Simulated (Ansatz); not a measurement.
```yaml
crystal:
  periodic: [false, false, false]
  atoms:
    - {symbol: B, position_ang: [-0.741812, 1.263003, -0.672145]}
    - {symbol: Si, position_ang: [0.331257, -0.415913, -0.444629]}
    - {symbol: N, position_ang: [0.480446, -0.664557, 1.233471]}
    - {symbol: F, position_ang: [-0.453948, -1.586861, -1.228736]}
    - {symbol: H, position_ang: [-0.365658, 2.212673, -1.292692]}
    - {symbol: H, position_ang: [-1.807645, 1.354998, -0.132689]}
    - {symbol: H, position_ang: [1.713445, -0.447150, -0.983894]}
    - {symbol: H, position_ang: [1.232374, -1.194158, 1.642080]}
    - {symbol: H, position_ang: [-0.299758, -0.568335, 1.862034]}
basis:
  gaussian: {orbitals: def2-SVP}
hamiltonian: {xc: {name: wB97X-V}}
outputs: {forces: true}
```

```sh
$ ansatz run in.yaml --threads 2 --pin off --events-out ev --progress --plain --max-ram 4352MiB
```

It prints (some lines left out):

```
Error: YAML parse error: error: line 16 column 1: unknown field `outputs`, expected one of crystal, accuracy, basis, kpoints, hamiltonian, magnetization, projection, total_charge, correlation, batch, efield, external_charges, scf, relax, neb, saddle, md, ramp, phonons, dielectric, real_time, elastic, magnetic_configurations, gw, evaluate, workflow, output, checkpoint, execution
14 |   gaussian: {orbitals: def2-SVP}
15 | hamiltonian: {xc: {name: wB97X-V}}
16 | outputs: {forces: true}
```

In this input the input holds a key that doesn't belong there. The program refused the input.
